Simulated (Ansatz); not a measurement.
Reaction (ligand exchange at the In–Br bond): `[NH2][In]([OH])[Br]` + `CNC` → `C[N](C)[In]([NH2])[OH]` + HBr

Calculated with Ansatz (gas phase, PBE0-D4/def2-TZVP geometries, no zero-point term in ΔE). CCSD(T)/CBS adds triple-zeta CCSD(T) − MP2 to the extrapolated MP2 energy (def2 sets, frozen cores). DFT in def2-TZVPP. Elements past krypton have def2 core potentials. For Br, In outer-core shells are correlated without core-valence functions, which leaves a few kJ/mol of doubt a bond. Scalar relativity is left out up to krypton. One conformer a species, not always the lowest.

`[NH2][In]([OH])[Br]`:

Cartesian coordinates in Å:
```
N -0.135 -1.036 1.270
In -0.127 0.323 -0.201
O 0.662 -0.063 -1.965
Br -1.309 2.475 0.023
H -0.241 -0.659 2.202
H 0.634 -1.692 1.259
H 0.516 0.653 -2.588
```

`CNC`:

```xyz
10

C    -0.406    1.032    0.481
N     0.603    0.290   -0.239
C     0.328   -1.128   -0.286
H    -0.185    2.100    0.439
H    -0.395    0.733    1.534
H    -1.432    0.875    0.106
H     0.690    0.653   -1.179
H     0.378   -1.541    0.726
H     1.085   -1.635   -0.887
H    -0.666   -1.379   -0.695
```

`C[N](C)[In]([NH2])[OH]`:

```xyz
15

C     1.858    0.143    0.520
N     0.499   -0.283    0.328
C     0.100   -1.319    1.242
In   -0.785    0.640   -0.913
N    -2.699    0.079   -1.207
O    -0.080    2.057   -2.116
H     2.564   -0.690    0.378
H     2.033    0.543    1.532
H     2.133    0.925   -0.192
H    -0.928   -1.639    1.055
H     0.740   -2.209    1.143
H     0.160   -0.996    2.294
H    -3.192   -0.241   -0.384
H    -3.266    0.782   -1.662
H     0.863    2.206   -2.018
```

HBr:

Cartesian coordinates in Å:
```
Br 0.040 0.554 0.443
H -0.040 -0.554 -0.443
```

Q: Is it downhill or uphill in electronic energy at CCSD(T)/CBS, and by how much? (Estimate.)

A: Ansatz gave: Uphill: ΔE = +135.9 kJ/mol.

Q: What do these levels give: BHLYP-D4, ωB97X-V, ωB97M-V, r2SCAN, SCS-MP2/def2-TZVPP, CCSD/CBS(def2)? (Best estimate.)

A: Computed: BHLYP-D4 153.5, ωB97X-V 144.2, ωB97M-V 144.6, r2SCAN 148.9, SCS-MP2/def2-TZVPP 136.1, CCSD/CBS(def2) 140.7 kJ/mol.

Largest T1 diagnostic among the species: 0.015.

Leaving LDA and LC-ωPBE aside and taking each functional with its dispersion term where it has one, the values, not all of them listed here, spread over 17.5 kJ/mol, from BLYP-D4 to BHLYP-D4. LDA lies −13.0 kJ/mol from PBE without D4. From PBE to PBE0 (25 % exact exchange), in def2-TZVPP and without D4, ΔE moves by +7.6 kJ/mol. In def2-TZVPP, CCSD(T) changes the Hartree–Fock value by −41.5 kJ/mol (the triples alone add −4.8 kJ/mol) and MP2 by −42.0 kJ/mol.
